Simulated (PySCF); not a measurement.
Species: C5H6F3O (doublet state).
Atom-mapped SMILES: `[CH3:1][CH:2][O:3]/[C:4]([F:5])=[CH:6]\[CH:7]([F:8])[F:9]` (hydrogens: H10, H11, H12 on C1; H13 on C2; H14 on C6; H15 on C7)

Cartesian coordinates in Å at the GFN2-xTB level; atoms count from 1:
```xyz
15
C5H6F3O angstrom
C      2.7147    0.3205    0.4047
C      1.6256   -0.6570    0.2209
O      0.3795   -0.1651    0.0459
C     -0.6858   -0.9155   -0.1316
F     -0.4646   -2.2450   -0.1275
C     -1.9382   -0.4564   -0.3108
C     -2.2636    0.9917   -0.3287
F     -3.1728    1.3072    0.6350
F     -2.8546    1.3509   -1.5019
H      3.4764    0.2097   -0.3710
H      2.3125    1.3291    0.3641
H      3.2154    0.1746    1.3650
H      1.7822   -1.7213    0.2214
H     -2.7453   -1.1537   -0.4478
H     -1.3857    1.6383   -0.1839
```

The hyperfine couplings belong to this conformer and change with its torsions.

Computed with PySCF, UKS B3LYP, pcH-1 on C F H O, non-relativistic, mean-field spin-orbit, GIAO. One conformer (not necessarily the lowest) at the GFN2-xTB geometry, without solvent, vibrations or thermal averaging. A GFN2-xTB geometry isn't a minimum of the functional, and hyperfine couplings can be far from their values at a DFT geometry. The SCF solution wasn't tested for stability.

Principal values of hyperfine tensors in MHz (contact and dipolar terms together), for some of the nuclei:

```tsv
atom	isotope	A1	A2	A3	alike by the symmetry of this geometry
H12	1H	100.99	102.32	114.72	H10
C2	13C	8.68	11.34	252.45	none
H13	1H	-104.21	-66.74	-28.80	none
C1	13C	-35.46	-32.35	-31.98	none
F8	19F	12.35	12.82	41.02	F9
C6	13C	0.04	0.91	31.36	none
C4	13C	-16.88	-7.92	-3.83	none
O3	17O	-47.60	8.66	10.56	none
```

(1) Split each tensor into its isotropic and traceless parts, and turn a_iso into mT with g = 2.0028.

(2) What spin density at the nucleus of H13 lies behind its contact coupling (g_N = 5.58569)?

(3) F5 (19F, g_N = 5.25774) isn't in the table. Its spin density at the nucleus is -0.00293 bohr⁻³. What is its contact coupling?

(4) Which nucleus of the table has the largest anisotropic coupling, and what is its form?

(5) In a single crystal, with the field along each principal axis of the tensor of C2 in turn, what first-order splitting does this nucleus give (isotropic g, quadrupole terms neglected)?

## Answers

(1) a_iso = (A1 + A2 + A3)/3, Ti = Ai − a_iso; 1 mT corresponds to 28.032 MHz.

```tsv
atom	a_iso (MHz)	a_iso (mT)	T1	T2	T3
H12	106.01	3.782	-5.02	-3.69	8.71
C2	90.82	3.240	-82.15	-79.48	161.63
H13	-66.59	-2.375	-37.63	-0.16	37.78
C1	-33.26	-1.187	-2.19	0.91	1.28
F8	22.06	0.787	-9.71	-9.24	18.95
C6	10.77	0.384	-10.73	-9.86	20.59
C4	-9.54	-0.340	-7.34	1.62	5.71
O3	-9.46	-0.338	-38.14	18.12	20.02
```

(2) a_FC = (2μ0/3) gₑ μB g_N μN ρ(0)/(2S·h) = 800.24 MHz × g_N × ρ(0)/(2S), with ρ in bohr⁻³. With a_FC = -66.59 MHz and 2S = 1, ρ(0) = -0.0149 bohr⁻³. In magnitude that is 4.7 % of the 1/π = 0.318 of a free hydrogen atom.

(3) By the same relation, a_FC = -12.33 MHz. Its full tensor has the principal values -35.86, -3.68, 2.56 MHz.

(4) C2: -82.1, -79.5, 161.6 MHz, axial, in the ratio −1:−1:+2, the form that spin in one p orbital centred on that nucleus gives.

(5) 2 lines (I = 1/2), spaced by |A_i|/(g × 13.996): 0.31, 0.40, 9.01 mT along the axes of A1, A2 and A3.
